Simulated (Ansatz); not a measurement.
Consider the ligand exchange at the Al–C bond: `F/C=[C](\F)[AlH2]` + `C=C=C=N` → `C=C=C=[N][AlH2]` + `F/C=C/F`.

Gas-phase electronic energies from Ansatz, PBE0-D4/def2-TZVP geometries. CCSD(T)/CBS is the MP2 limit (def2-TZVPP, def2-QZVPP) plus CCSD(T) − MP2 in def2-TZVPP, frozen cores. Double bonds are as drawn, so ΔE can hold a change between cis and trans. DFT in def2-TZVPP. Each species was taken in one conformer, which may not be the lowest.

`F/C=[C](\F)[AlH2]`:

Cartesian coordinates in Å:
```
F -1.195 1.639 1.619
C -0.841 0.875 0.592
C 0.256 0.117 0.573
F 1.053 0.129 1.664
Al 0.669 -0.963 -0.995
H -1.530 0.919 -0.243
H 1.965 -1.864 -1.031
H -0.376 -0.853 -2.179
```

`C=C=C=N`:

```xyz
7

C     1.343   -0.057   -0.781
C     0.256   -0.070   -0.051
C    -0.823   -0.051    0.621
N    -1.800   -0.118    1.368
H     2.240   -0.594   -0.477
H     1.398    0.489   -1.720
H    -2.615    0.401    1.040
```

`C=C=C=[N][AlH2]`:

Cartesian coordinates in Å:
```
C -2.652 -0.661 -0.150
C -1.379 -0.359 -0.080
C -0.143 -0.044 -0.008
N 1.027 0.249 0.058
Al 2.732 0.684 0.154
H -3.432 0.083 0.009
H -2.995 -1.672 -0.369
H 3.418 0.568 1.569
H 3.424 1.152 -1.183
```

`F/C=C/F`:

```xyz
6

F     1.425   -1.037   -0.030
C     0.486   -0.192    0.402
C    -0.486    0.192   -0.402
F    -1.425    1.037    0.030
H     0.603    0.127    1.430
H    -0.603   -0.127   -1.430
```

(1) Is it downhill or uphill in electronic energy at CCSD(T)/CBS, and by how much? (Best estimate.)

(2) What do these levels give: BLYP-D4, B2PLYP, PBE, BHLYP, HF/def2-SVP, CCSD/CBS(def2)? (An estimate is asked.)

Largest T1 diagnostic among the species: 0.016.

Results:

(1) Computed: Downhill: ΔE = -0.95 eV.

(2) The calculation gave: BLYP-D4 -0.98, B2PLYP -1.03, PBE -0.92, BHLYP -1.07, HF/def2-SVP -1.21, CCSD/CBS(def2) -0.96 eV.

From PBE to PBE0 (25 % exact exchange), in def2-TZVPP and without D4, ΔE moves by −0.04 eV. Leaving LDA and LC-ωPBE aside and taking each functional with its dispersion term where it has one, the values, not all of them listed here, spread over 0.17 eV, from BHLYP-D4 to revPBE-D4. LDA lies −0.04 eV from PBE without D4. At CCSD(T), def2-SVP lies −0.13 eV from the extrapolated value and def2-TZVPP −0.02 eV.
